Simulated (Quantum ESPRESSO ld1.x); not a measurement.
Question: This ld1.x (Quantum ESPRESSO 7.5) run is given with its output. Can the result be used, and if not, why?

```
 &input
    atom='Mo',
    iswitch=1,
    rel=1,
    lsd=1,
    dft='SLA-VWN',
    config='[Kr] 5s0.5 5s0.5 4d3.5 4d3',
    verbosity='high',
    prefix='ld1',
    max_out_wfc=37,
    file_charge='ld1.rho',
 /
```

```
     Program LD1 v.7.5 starts

     Message from routine scf:
     warning: convergence not achieved
     --------------------------- All-electron run ----------------------------

     scalar relativistic calculation

     atomic number is 42.00
     dft =SLA-VWN   lsd =1 sic =0 latt =0  beta=0.20 tr2=1.0E-14
     Exchange-correlation= SLA-VWN
                           (   1   2   0   0   0   0   0)
     mesh =2043 r(mesh) =  99.31835 a.u. xmin = -8.00 dx = 0.00800
     1 Ry =  13.60569312 eV, c = 137.03599908

     n l     nl                  e(Ry)          e(Ha)          e(eV)
     1 0     1S 1( 1.00)   -1454.616160393    -727.308080197 -19791.0610901
     2 0     2S 1( 1.00)    -205.234194817    -102.617097408  -2792.3534730
     2 1     2P 1( 3.00)    -183.582002583     -91.791001291  -2497.7603900
     3 0     3S 1( 1.00)     -34.640912245     -17.320456122   -471.3136215
     3 1     3P 1( 3.00)     -27.546417020     -13.773208510   -374.7880966
     4 0     4S 1( 1.00)      -4.451912190      -2.225956095    -60.5713511
     4 1     4P 1( 3.00)      -2.556801340      -1.278400670    -34.7870544
     3 2     3D 1( 5.00)     -15.964912722      -7.982456361   -217.2137032
     5 0     5S 1( 0.50)      -0.104025055      -0.052012528     -1.4153330
     5 0     5S 2( 0.50)      -0.083840785      -0.041920392     -1.1407120
     4 2     4D 1( 3.50)      -0.031371662      -0.015685831     -0.4268332
     4 2     4D 2( 3.00)       0.010704116       0.005352058      0.1456369
     1 0     1S 2( 1.00)   -1454.616225095    -727.308112548 -19791.0619704
     2 0     2S 2( 1.00)    -205.226820215    -102.613410108  -2792.2531365
     2 1     2P 2( 3.00)    -183.576302752     -91.788151376  -2497.6828399
     3 0     3S 2( 1.00)     -34.635626806     -17.317813403   -471.2417094
     3 1     3P 2( 3.00)     -27.540652518     -13.770326259   -374.7096666
     4 0     4S 2( 1.00)      -4.411685800      -2.205842900    -60.0240432
     4 1     4P 2( 3.00)      -2.512911107      -1.256455553    -34.1898974
     3 2     3D 2( 5.00)     -15.957101932      -7.978550966   -217.1074320

     final scf error:  1.1E+00 reached in 201 iterations

     Etot =   -8135.393959 Ry,   -4067.696980 Ha, -110687.673645 eV
     Total magnetization:    0.50 Bohr mag.

     Ekin =    8297.940703 Ry,    4148.970352 Ha,  112899.234758 eV
     Encl =  -19567.348837 Ry,   -9783.674419 Ha, -266227.343512 eV
     Eh   =    3373.907516 Ry,    1686.953758 Ha,   45904.350287 eV
     Exc  =    -239.893341 Ry,    -119.946670 Ha,   -3263.915178 eV
```

Answer: No. The cycle did not converge: in the last iteration no bound solution was found for 4d down (the eigenvalue is printed as zero or positive). The species is Mo1.5- with 43.5 electrons. In a local or semilocal functional the extra electron of a negative ion sees its own charge, the potential lacks the -1/r tail, and the highest level tends to rise to zero. The printed total energy is meaningless.
